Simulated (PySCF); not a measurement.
C3H6FNSi, SMILES F[Si@H]1C=CCN1.

The structure is a stationary point at PBE0-D3(BJ)/def2-SVP. The structure was generated by enumeration; whether it is a known compound was not checked. The values are those of a single conformer.

Two levels are set side by side: TDDFT-PBE/def2-SVPD (PySCF) and TDDFT-PBE0/def2-SVPD (PySCF). Vertical, same geometry. The lowest singlet is HOMO→LUMO 99 % with PBE and HOMO→LUMO 99 % with the other functional; states are paired by order. Differences are taken from unrounded values.

```
quantity                               TDDFT-PBE
-------------------------------------  ---------
lowest singlet excitation (eV)              4.69
lowest triplet excitation (TDA) (eV)        4.34
first bright state (f over 0.05) (eV)       6.70
its oscillator strength                     0.07
```

Problem. These are the TDDFT-PBE values. What does TDDFT-PBE0 give? (An estimate is asked for; the answer gives what the named calculation found.)

Solution. 
```tsv
quantity	TDDFT-PBE0	TDDFT-PBE minus TDDFT-PBE0
lowest singlet excitation (eV)	5.60	-0.92
lowest triplet excitation (TDA) (eV)	4.27	0.07
first bright state (f over 0.05) (eV)	6.85	-0.15
its oscillator strength	0.06	0.00
```

A lower first singlet is the usual sign of a functional without exact exchange. Differences between two approximate levels are no errors against the true value.

Rough cost on one machine, each run with all the roots and properties that it gave: TDDFT-PBE0 against TDDFT-PBE about 3 times.
